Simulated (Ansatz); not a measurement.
A run for Ansatz (a quantum-chemistry and plane-wave program): R-CCSD(T)/aug-cc-pVDZ on CH4OSe (a complex), monomers drawn apart or pushed together. The run froze 16 orbitals, filled d shells among them.

Ansatz 0.2 input:
```yaml
crystal:
  periodic: [false, false, false]
  atoms:
    - {symbol: C, position_ang: [0.35369503, 0.06697859, -0.32921508]}
    - {symbol: O, position_ang: [1.08376514, -0.66806895, 0.27787216]}
    - {symbol: H, position_ang: [0.20414094, -0.03381530, -1.42102299]}
    - {symbol: H, position_ang: [-0.20388032, 0.87851390, 0.17369570]}
    - {symbol: Se, position_ang: [0.94936490, 1.43402535, 5.67888459]}
    - {symbol: H, position_ang: [0.50906757, 0.03443669, 5.65962861]}
    - {symbol: H, position_ang: [0.30301295, 1.66947515, 6.98074615]}
basis:
  gaussian:
    orbitals: aug-cc-pVDZ
magnetization: {spin_polarized: false}
correlation: {method: ccsd_t, electrons: outside_noble_gas}
scf: {lower_state_search: off}
```

Output:

```
WARN ansatz: RAYON_NUM_THREADS=1 ignored (pool sized by the plan → 1); use --threads N
Functional definition: HF
these checks for a lower state are left out or cut short: stability, starts, cluster_reference, orbital_swaps, neighbouring_geometries, increment
integrals: 0.21 GiB planned
1200 factors; integrals over basis functions are off by at most 1.1e-3 eV
mean field: 0.39 GiB planned
mean field evaluation 1: about -68430.3268 eV, gradient 3.2e1 eV
mean field evaluation 2: about -68430.3595 eV, gradient 3.3e1 eV
mean field evaluation 4: about -68432.7935 eV, gradient 2.9e0 eV
mean field evaluation 8: about -68432.8390 eV, gradient 3.3e-1 eV
mean field -68432.83994193 eV, -2514.8604824210 hartree, gradient 1.4e-6 eV, S^2 0.000000; 0 other end points of the search recorded, 0 dependent functions left out
16 core orbitals not correlated
reference -68432.83994193 eV, -2514.8604824210 hartree; 10, 10 occupied and 92, 92 virtual orbitals, 1200 factors
second order -12.76157987 eV of doubles, -0.00000000 eV of singles
coupled cluster: 0.48 GiB planned
cycle   1  -13.24331386 eV  change   -4.8e-1 eV  update   9.7e-2
cycle   2  -13.64865521 eV  change   -4.1e-1 eV  update   3.1e-2
cycle   3  -13.76292116 eV  change   -1.1e-1 eV  update   1.7e-2
cycle   4  -13.75703191 eV  change    5.9e-3 eV  update   3.9e-3
cycle   5  -13.75771208 eV  change   -6.8e-4 eV  update   1.6e-3
cycle   6  -13.75821987 eV  change   -5.1e-4 eV  update   5.3e-4
cycle   7  -13.75797072 eV  change    2.5e-4 eV  update   1.8e-4
cycle   8  -13.75798214 eV  change   -1.1e-5 eV  update   5.9e-5
cycle   9  -13.75800331 eV  change   -2.1e-5 eV  update   2.2e-5
perturbative correction -0.44068806 eV, -0.0161949876 hartree
Total energy: -68447.03863331 eV, -2515.3822747050 hartree
Checks for a lower state left out: stability, starts, cluster_reference, orbital_swaps, neighbouring_geometries, increment
```

The run converged.

Cost: very roughly 14 core-seconds.
